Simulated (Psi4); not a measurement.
C6H8 (SMILES C1=CCCC=C1), singlet, at a GFN2-xTB geometry; QCISD(T)/STO-3G (Psi4).

Here is a job for Psi4.
```
memory 2 GB

molecule mol {
0 1
  C     0.334154   -1.320949    0.370251
  C     1.346413   -0.526377    0.030314
  C     1.121701    0.886668   -0.215467
  C    -0.113014    1.353231   -0.386841
  C    -1.292706    0.425692   -0.374388
  C    -1.049167   -0.767555    0.550070
  H     0.484302   -2.368487    0.586877
  H     2.353911   -0.904353   -0.062995
  H     1.982519    1.537378   -0.262315
  H    -0.300205    2.395361   -0.600687
  H    -1.456725    0.070233   -1.399832
  H    -2.194820    0.957874   -0.067789
  H    -1.797450   -1.540659    0.367281
  H    -1.155821   -0.451608    1.595820
}

set basis sto-3g
set reference rhf

energy('qcisd(t)')
print_variables()
```

What the program printed (banner, timings and long lists left out):

```
   => Loading Basis Set <=

    Name: STO-3G
    Role: ORBITAL
    Keyword: BASIS

         ---------------------------------------------------------
                                   SCF
               by Justin Turney, Rob Parrish, Andy Simmonett
                          and Daniel G. A. Smith
                              RHF Reference
         ---------------------------------------------------------

  ==> Geometry <==

    Molecular point group: c1
    Full point group: C1

    Geometry (in Angstrom), charge = 0, multiplicity = 1:

       Center              X                  Y                   Z               Mass
    ------------   -----------------  -----------------  -----------------  -----------------
         C            0.308324544490    -1.324719526399     0.372188839609    12.000000000000
         C            1.320583544490    -0.530147526399     0.032251839609    12.000000000000
         C            1.095871544490     0.882897473601    -0.213529160391    12.000000000000
         C           -0.138843455510     1.349460473601    -0.384903160391    12.000000000000
         C           -1.318535455510     0.421921473601    -0.372450160391    12.000000000000
         C           -1.074996455510    -0.771325526399     0.552007839609    12.000000000000
         H            0.458472544490    -2.372257526399     0.588814839609     1.007825032230
         H            2.328081544490    -0.908123526399    -0.061057160391     1.007825032230
         H            1.956689544490     1.533607473601    -0.260377160391     1.007825032230
         H           -0.326034455510     2.391590473601    -0.598749160391     1.007825032230
         H           -1.482554455510     0.066462473601    -1.397894160391     1.007825032230
         H           -2.220649455510     0.954103473601    -0.065851160391     1.007825032230
         H           -1.823279455510    -1.544429526399     0.369218839609     1.007825032230
         H           -1.181650455510    -0.455378526399     1.597757839609     1.007825032230

  Running in c1 symmetry.

  Rotational constants: A =      0.17238  B =      0.17045  C =      0.09107 [cm^-1]
  Rotational constants: A =   5167.75005  B =   5109.95045  C =   2730.34341 [MHz]
  Nuclear repulsion =  220.494511787662077

  Charge       = 0
  Multiplicity = 1
  Electrons    = 44
  Nalpha       = 22
  Nbeta        = 22

  ==> Algorithm <==

  SCF Algorithm Type is PK.
  DIIS enabled.
  MOM disabled.
  Fractional occupation disabled.
[...]
  @RHF Final Energy:  -229.04029845265575
    Total Energy =                       -229.0402984526557475
[...]
      Number of threads:                 1
      Number of atoms:                  14
      Number of AO shells:              26
      Number of SO shells:              26
      Number of primitives:             78
      Number of atomic orbitals:        38
      Number of basis functions:        38

      Number of irreps:                  1
      Integral cutoff                 1.00e-12
      Number of functions per irrep: [  38 ]

 OEINTS: Overlap, kinetic, potential, dipole, and quadrupole integrals
         stored in file 35.

      Computed 267721 non-zero two-electron integrals.
        Stored in file 33.

        ==> Transform all two-electron integrals <==

	Presorting SO-basis two-electron integrals.
	Sorting File: SO Ints (nn|nn) nbuckets = 1
	Constructing frozen core operators
	Starting first half-transformation.
	Sorting half-transformed integrals.
	First half integral transformation complete.
	Starting second half-transformation.
	Two-electron integral transformation complete.

Traceback (most recent call last):
  File "psi4", line 375, in <module>
  File "<string>", line 35, in <module>
  File "site-packages/psi4/driver/driver.py", line 533, in energy
  File "site-packages/psi4/driver/procrouting/proc.py", line 5712, in run_fnocc

RuntimeError:
Fatal Error: ndocc must be less than nvirt
The most recent 5 function calls were:

psi::PsiException::PsiException(std::__cxx11::basic_string<char, std::char_traits<char>, std::allocator<char> >, char const*, int)

Printing out the relevant lines from the Psithon --> Python processed input file:
      H    -1.155821   -0.451608    1.595820
    ""","mol")
    core.IO.set_default_namespace("mol")
    core.set_global_option("BASIS", "sto-3g")
    core.set_global_option("REFERENCE", "rhf")
--> energy('qcisd(t)')
    print_variables()

!----------------------------------------------------------------------------------!
!                                                                                  !
! Fatal Error: ndocc must be less than nvirt                                       !
! The most recent 5 function calls were:                                           !
! psi::PsiException::PsiException(std::__cxx11::basic_string<char,                 !
!     std::char_traits<char>, std::allocator<char> >, char const*, int)            !
!                                                                                  !
!----------------------------------------------------------------------------------!
```

The program stopped with an error.
